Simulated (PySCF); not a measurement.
# What a mistake does to a calculation on BCGeH5

These are calculations, not measurements. The program is PySCF 2.14.0, an open-source quantum chemistry code, run on an isolated molecule that a program drew, which may never have been made. The molecule is BCGeH5 (charge 0, singlet), drawn as the SMILES string `B[CH2][GeH]`.

Each row is a Hartree-Fock (HF) and frozen-core CCSD(T) single point in the cc-pVDZ basis, meant for a local HF minimum. Run 1 is clean. Each other run has one planted mistake out of seven kinds, and not every kind appears here: one electron removed, one electron added, multiplicity raised by two, geometry at a saddle point, minimal basis STO-3G, one bond length entered in bohr, all coordinates scaled. The reference is restricted for singlets and unrestricted otherwise, and also for a bond in bohr. Adding or removing an electron swaps singlet and doublet. Electrons count all cores. HOMO and LUMO are orbital energies over both spins, the gradient is its largest component, and the lowest frequency (negative if imaginary) is given only where the gradient is small. Bond lengths are over the 7 bonds as drawn. T1 is the CCSD diagnostic: over 0.02 (restricted) or 0.045 (unrestricted) a single reference is doubtful. Germanium has the cc-pVDZ-PP basis, with a core potential (ECP10MDF) in place of its 10 inner electrons, and its 3s, 3p and 3d shells are frozen in CCSD(T).

Geometry of the clean run:
```xyz
8
BCGeH5, angstrom
B    -0.5093    0.3405   -0.2323
C    -0.2873   -1.1840   -0.2324
Ge   -2.0312   -1.8440    0.6055
H    -1.0555    0.8807   -1.1592
H    -0.1995    1.0050    0.7225
H    -0.2440   -1.6943   -1.1990
H     0.4928   -1.5870    0.4198
H    -2.7030   -0.4141    0.8165
```

```
run  electrons  basis functions  <S^2>  HOMO (eV)  LUMO (eV)  gradient (hartree/bohr)  lowest frequency (cm^-1)  mean bond (Å)  longest bond (Å)      T1  HF (hartree)  CCSD(T) (hartree)                          mistake
  1         48               76  0.000      -8.93       0.31                  1.8e-05                       151         1.3963             2.044  0.0146    -358.79467         -359.16292                         no fault
  2         47               76  0.787     -16.96      -7.12                  5.1e-02                         -         1.3963             2.044  0.0229    -358.50092         -358.83682             one electron removed
  3         48               76  0.685      -9.02       0.22                  2.1e-02                         -         1.5493             2.275  0.0748    -358.67454         -359.04528  one bond length entered in bohr
  4         49               76  0.764      -1.18       7.66                  2.4e-02                         -         1.3963             2.044  0.0185    -358.80979         -359.19109                                ?
```

**Which mistake was planted in run 4, and what did it cost?**

It counts 49 electrons, one more than the clean run, at the same geometry and basis. So the mistake is: one electron added. Subtracting run 1 and multiplying by 627.51 kcal/mol a hartree, the energy moved by -9.5 kcal/mol in HF and -17.7 kcal/mol in CCSD(T).

Cautions from the logs. Run 3: T1 is over the limit, so its CCSD(T) energy is less reliable.
